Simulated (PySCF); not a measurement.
**InOF + H₂O → InO(OH) + HF**

Level: PBE0 in the def2-TZVP basis family, computed in PySCF with density fitting; scalar-relativistic core potentials for atoms from Rb on, none lighter, no spin–orbit coupling; open shells unrestricted.

| species | state and structure | E (Eh) | ZPE (kJ/mol) | H(298 K) − H(0) (kJ/mol) | S° (J/(mol K)) |
| --- | --- | --- | --- | --- | --- |
| InOF | singlet, C∞v, In–F 1.902 Å, In–O 1.823 Å; F–In–O 180.0° | -365.07933 | 10.4 | 12.6 | 265.2 |
| H₂O | singlet, C2v, O–H 0.960 Å (×2); H–O–H 105.1° | -76.37736 | 56.5 | 9.9 | 188.7 |
| InO(OH) | singlet, Cs, In–O 1.824 Å, In–O 1.940 Å, O–H 0.962 Å; H–O–In 113.4°, O–In–O 176.1° | -341.05460 | 38.7 | 14.0 | 283.3 |
| HF | singlet, C∞v, H–F 0.920 Å | -100.39188 | 24.9 | 8.7 | 173.6 |

What is the electronic reaction energy?

At PBE0/def2-TZVP, ΔE = 26.8 kJ/mol from the differences of the total energies times 2625.5, uphill. 

Add zero-point, thermal and entropy terms for 298.15 K and 1 bar.

ΔZPE = -3.3 and Δ[H(298) − H(0)] = 0.2 kJ/mol give ΔH° = 23.7 kJ/mol. ΔS° = 3.0 J/(mol K), so ΔG° = 23.7 − 298.15 × (0.0030) = 23 kJ/mol and log₁₀K = -4.0.

Only the bonding shown was studied: isomers, or loss of a ligand pair, can lie lower.
